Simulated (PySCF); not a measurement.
Isomers of C5H11Al, one conformer each; single-point electronic energies without zero-point terms and without any empirical dispersion term.

Computed with PySCF at PBE0/pcSseg-1, non-relativistic, each on one gas-phase PBE0-D3(BJ)/def2-SVP geometry that isn't relaxed in the solvent. The solvent is an IEF-PCM continuum (cavity from Bondi-type radii × 1.2). Specific hydrogen bonds and non-electrostatic terms are outside this model.

```csv
isomer,"relative energy, gas (kcal/mol)",dipole (D)
`C[C@H]1C[CH2][AlH][CH2]1`,0.0,0.08
`C[C]1([AlH2])CCC1`,28.3,0.73
```

Problem. How do the relative energies look in methanol (ε = 32.61)?

Solution. 
| isomer | relative energy, solvent (kcal/mol) | E(solvent) − E(gas) (kcal/mol) | dipole in solvent (D) |
| --- | --- | --- | --- |
| `C[C@H]1C[CH2][AlH][CH2]1` | 0.0 | -3.0 | 0.07 |
| `C[C]1([AlH2])CCC1` | 27.4 | -4.0 | 0.79 |

The order is unchanged. Conformers: `[CH3:1][C@H:2]1[CH2:3][CH2:4][AlH:5][CH2:6]1` with C1–C2–C3–C4 179°, C2–C3–C4–Al5 -36°, C3–C4–Al5–C6 12°, C4–Al5–C6–C2 14°; `[CH3:1][C:2]1([AlH2:3])[CH2:4][CH2:5][CH2:6]1` with C1–C2–Al3–H -89° and 89°, C1–C2–C4–C5 -139°, C2–C4–C5–C6 20°, C4–C5–C6–C2 -20°, C1–C2–C6–C5 139°. `C[C]1([AlH2])CCC1` gains most from the continuum, and it has the largest gas-phase dipole. The gains span 1.0 kcal/mol, the gas-phase energies 28.3 kcal/mol.
